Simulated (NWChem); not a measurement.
Molecule: C3H3ClF2; SMILES F/C(C)=C(\Cl)F

Program: NWChem. Pople sets run with spherical d functions. Geometry: optimised at PBE0/def2-SVP. COSMO at M05-2X/6-31G*, default radii, gas-phase geometry; f = (ε − 1)/ε scales the surface charges.

| row | f | electrostatic solvation energy (kcal/mol) |
|---|---|---|
| ε = 1.5 | 0.3333 | -0.67 |
| ε = 2.0 | 0.5000 | -1.03 |
| ε = 2.4 | 0.5833 | -1.21 |
| ε = 7.6 | 0.8684 | -1.87 |
| ε = 37.5 | 0.9733 | withheld |

Problem. Fit a straight line of the last column on the one before it, predict the withheld value, and compare with the run.

Solution. 
1. Means of the 4 shown rows: x = 0.57125, y = -1.195. Slope Σ(x − x̄)(y − ȳ)/Σ(x − x̄)² = -0.3374/0.1501 = -2.247; intercept 0.089.
2. The shown rows scatter about the line by 0.009 (root mean square); the largest residual is +0.01, at ε = 2.4.
3. At x = 0.9733 (ε = 37.5; beyond the shown range) the line gives -2.10.
4. The run gives -2.12, -0.02 from the line.
